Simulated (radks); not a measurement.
Polarisability of the arsenic ion As5+, [Ar] 3d10, at imaginary frequency. Method: scalar-relativistic Kohn-Sham, LDA (Slater exchange, Perdew-Wang correlation), spin-polarised, spherical densities, finite nucleus; Fermi nuclear charge, rms radius 4.0968 fm; computed with a radial shooting solver on a logarithmic mesh with Libxc functionals. Response by self-consistent Sternheimer equations with the Hartree and adiabatic LDA kernel, the relativistic mass of each level held fixed and spin-orbit coupling left out.

w (hartree)  alpha1(iw) (bohr^3)  alpha2(iw) (bohr^5)
0.00266                   0.5642               0.6641
0.0143                    0.5642               0.6641
0.0360                    0.5641               0.6639
0.0697                    0.5639               0.6634
0.118                     0.5633               0.6620
0.186                     0.5620               0.6589
0.280                     0.5593               0.6525
0.413                     0.5537               0.6399
0.605                     0.5426               0.6160
0.892                     0.5207               0.5736
1.35                      0.4793               0.5059
2.12                      0.4071               0.4111
3.59                      0.2969               0.2929
6.94                      0.1602               0.1590
17.5                     0.04562              0.04438

Static values: alpha1 = 0.5642 bohr^3 (0.08360 angstrom^3; uncoupled 0.6712), alpha2 = 0.6641 bohr^5, alpha3 = 1.124 bohr^7. C6 = 0.9400, C8 = 4.933, triple-dipole C9 = 0.3672 atomic units. One-pole (London) frequency 4 C6 / (3 alpha1^2) = 3.938 hartree, against 3.953 for minus the highest occupied eigenvalue.
